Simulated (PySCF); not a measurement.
Zero-point energy (kcal/mol) of eight silicon and germanium compounds: PBE-D3(BJ) beside B3LYP-D3(BJ), computed with PySCF for isolated molecules in the bases named; differences from unrounded values. The eight are the first of their class met in an unordered collection, after screening for sound electronic states; none was chosen by its value. Each level has its own optimised geometry.

```csv
molecule,basis,B3LYP-D3(BJ)
"C₂H₉ClSi₃, SMILES C1[Si@@H]([SiH2]C1)[SiH2]Cl",def2-SVP,62.51
"C3H10FNSi, SMILES CC(C)(F)[SiH2]N",def2-SVP,80.07
"C₃H₁₂OSi₂, SMILES [SiH2](C[SiH](C)C)O",def2-SVP,88.02
"Si(H)(Cl)(Me)(NH2) (CH₆ClNSi), SMILES C[SiH](N)Cl",def2-SVP,45.97
"C2H9NOSi, SMILES CO[SiH](C)N",def2-SVP,71.17
"ethoxymethyl(methyl)silane (C4H12OSi), SMILES [SiH2](C)COCC",def2-SVP,94.93
"Si(CCH)(H)(Me)2 (C₄H₈Si), SMILES C#C[SiH](C)C",def2-SVP,63.48
"C2H5NOSi, SMILES N[Si@H](O)C#C",def2-SVP,42.74
```

Estimate the PBE-D3(BJ) values and say how PBE-D3(BJ) differs from B3LYP-D3(BJ) over the set. (An estimate is asked for; the answer gives what the named calculation found.)


```csv
molecule,PBE-D3(BJ),difference
"C₂H₉ClSi₃, SMILES C1[Si@@H]([SiH2]C1)[SiH2]Cl",60.68,-1.82
"C3H10FNSi, SMILES CC(C)(F)[SiH2]N",77.95,-2.12
"C₃H₁₂OSi₂, SMILES [SiH2](C[SiH](C)C)O",85.73,-2.29
"Si(H)(Cl)(Me)(NH2) (CH₆ClNSi), SMILES C[SiH](N)Cl",44.86,-1.12
"C2H9NOSi, SMILES CO[SiH](C)N",69.35,-1.82
"ethoxymethyl(methyl)silane (C4H12OSi), SMILES [SiH2](C)COCC",92.33,-2.60
"Si(CCH)(H)(Me)2 (C₄H₈Si), SMILES C#C[SiH](C)C",61.82,-1.66
"C2H5NOSi, SMILES N[Si@H](O)C#C",41.60,-1.15
```
PBE-D3(BJ) lies below B3LYP-D3(BJ) in 8 and above it in 0 of the eight; the mean signed difference is -1.82 and the largest -2.60 kcal/mol.
